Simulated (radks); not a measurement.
The numbers below are computed, except where a source is named.
Os IV, 73 electrons, occupied as [Xe] 4f14 5d5.

Code: a radial shooting solver on a logarithmic mesh with Libxc functionals. Model: scalar-relativistic Kohn-Sham, Slater X-alpha with alpha = 0.676, spin-unpolarised, spherical densities, finite nucleus; Fermi nuclear charge, rms radius 5.4126 fm.

Energy parts (eV):
part                   energy
total              -469004.23
kinetic             519656.63
electron-nucleus  -1160431.69
Hartree             180590.79
exchange             -8819.97

Orbitals (lengths in bohr, moments of r in powers of bohr):
orbital  occ.  eigenvalue (eV)   <1/r>
1s          2        -73824.04   90.35
2s          2        -12884.85   21.16
2p          6        -11231.76   19.05
3s          2        -3020.885   7.839
3p          6        -2535.229   7.209
3d         10        -1990.654   6.803
4s          2        -660.0732   3.346
4p          6        -500.6298   3.033
4d         10        -302.3377   2.708
5s          2        -121.0931   1.342
4f         14         -81.8138   2.243
5p          6         -80.1337   1.138
5d          5         -33.9473  0.7994

The highest occupied level is 5d at -33.947 eV. For comparison, the ionisation energy in NIST's Atomic Spectra Database is 41 eV (theoretical). In exact Kohn-Sham theory the highest level is minus the ionisation energy, but local and semilocal functionals leave it too shallow, through self-interaction and a potential that decays too fast; potentials with the right tail come closer.

Beside tabulated values, note that spin-unpolarised runs miss the spin-polarisation part of the exchange energy of open shells.
